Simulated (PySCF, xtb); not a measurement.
H3Si2, SMILES [SiH3][Si] (connectivity only; charge and spin as stated), neutral, multiplicity 2.

Harmonic wavenumbers (cm⁻¹) from GFN2-xTB (xtb) at its own minimum, in rising order: 271, 272, 521, 799, 805, 891, 2045, 2049, 2099.

Problem. What does PySCF with B3LYP-D3(BJ)/def2-TZVP give at its own minimum? (An estimate is asked for; the answer gives what the named calculation found.)

Solution. 275, 393, 414, 865, 908, 953, 2148, 2186, 2189. Paired by order, the mean absolute difference is 88 cm⁻¹ and the zero-point energies are 13.9 and 14.8 kcal/mol.
